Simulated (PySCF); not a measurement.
Sn(Cl)(NMe2) (C2H6ClNSn), SMILES C[N](C)[Sn][Cl] (connectivity only; charge and spin as stated), neutral, multiplicity 1. Atoms are numbered in the order given.

```xyz
11

Sn     0.7435    -0.3150     0.0000
Cl    -1.1010    -1.9052     0.0000
N     -0.4255     1.3855     0.0000
C      0.2218     2.6804     0.0000
C     -1.8702     1.4605     0.0000
H     -0.0555     3.2797    -0.8905
H     -0.0555     3.2797     0.8905
H      1.3208     2.5764     0.0000
H     -2.2444     2.0042     0.8908
H     -2.2444     2.0042    -0.8908
H     -2.3073     0.4528     0.0000
```
Charge 0, spin multiplicity 1.

The structure is a stationary point at B3LYP-D3(BJ)/def2-SVP. The def2 effective core potentials stand for the cores of Sn; spin–orbit coupling is left out. The values are those of a single conformer.

Computed with TDDFT-PBE/def2-SVPD in PySCF.

Vertical excitations. Gas-phase values at a fixed geometry. State labels are in the subgroup Cs.

```csv
state,symmetry,energy (eV),λ (nm),f,main pairs
S1,A',3.55,349,0.124,HOMO→LUMO 97 %
S2,A",4.02,308,0.017,"HOMO−1→LUMO 83 %, HOMO−2→LUMO 16 %"
S3,A",4.14,299,0.000,HOMO→LUMO+1 100 %
S4,A",4.44,279,0.017,"HOMO−2→LUMO 83 %, HOMO−1→LUMO 16 %"
S5,A',4.75,261,0.012,HOMO−3→LUMO 93 %
S6,A",5.27,235,0.002,"HOMO→LUMO+2 67 %, HOMO−4→LUMO 31 %"
S7,A",5.37,231,0.001,"HOMO−4→LUMO 53 %, HOMO→LUMO+3 27 %, HOMO→LUMO+2 19 %"
S8,A",5.40,230,0.002,"HOMO→LUMO+3 72 %, HOMO−4→LUMO 15 %, HOMO→LUMO+2 13 %"
S9,A',5.60,221,0.106,"HOMO−1→LUMO+1 72 %, HOMO−2→LUMO+1 20 %"
S10,A',5.96,208,0.093,"HOMO−2→LUMO+1 76 %, HOMO−1→LUMO+1 14 %"
T1,A',2.24,554,0,HOMO→LUMO 99 %
T2,A",3.26,381,0,HOMO−1→LUMO 98 %
T3,A",4.03,307,0,HOMO→LUMO+1 100 %
T4,A",4.21,295,0,HOMO−2→LUMO 98 %
```
Triplets are in the Tamm–Dancoff approximation, which puts them higher than full response would, so one can lie above its singlet here.
